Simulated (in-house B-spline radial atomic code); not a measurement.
A fraction x of an electron is removed from 2p in Mg IV (Mg3+), starting from [He] 2s2 2p5 and keeping the highest spin. All numbers are computed (scalar-relativistic (X2C) PBEsol, spin-polarised, spherical fractional occupations; Fermi nucleus of rms radius 3.057 fm) with a radial B-spline atomic code at the basis-set limit, not measured.

| x | E(x) - E(0) (eV) | 2p down level (eV) |
| --- | --- | --- |
| 0 | 0.0000 | -94.520 |
| 0.11 | 10.5744 | -97.746 |
| 0.19 | 18.4886 | -100.110 |
| 0.32 | 31.7541 | -103.981 |
| 0.45 | 45.5251 | -107.887 |
| 0.5 | 50.9572 | -109.398 |
| 0.58 | 59.8061 | -111.827 |
| 0.66 | 68.8498 | -114.267 |
| 0.87 | 93.5229 | -120.728 |
| 0.89 | 95.9437 | -121.347 |
| 1 | 109.4796 | -124.764 |

The exact functional would give a straight line between the two integer points. Deviations E(x) - E(0) - x[E(1) - E(0)], in eV: -1.468 at x = 0.11, -2.313 at x = 0.19, -3.279 at x = 0.32, -3.741 at x = 0.45, -3.783 at x = 0.5, -3.692 at x = 0.58, -3.407 at x = 0.66, -1.724 at x = 0.87, -1.493 at x = 0.89.

The curve lies below the straight line by up to 3.783 eV (at x = 0.5): convex, the delocalisation error that favours fractional charges.

**Question.** How well does Slater's transition state (minus the level at half occupation) give the ionisation energy?

**Answer.** It gives 109.398 eV against 109.480 eV from the two total energies; NIST lists 109.27 eV, ground level to ground level.
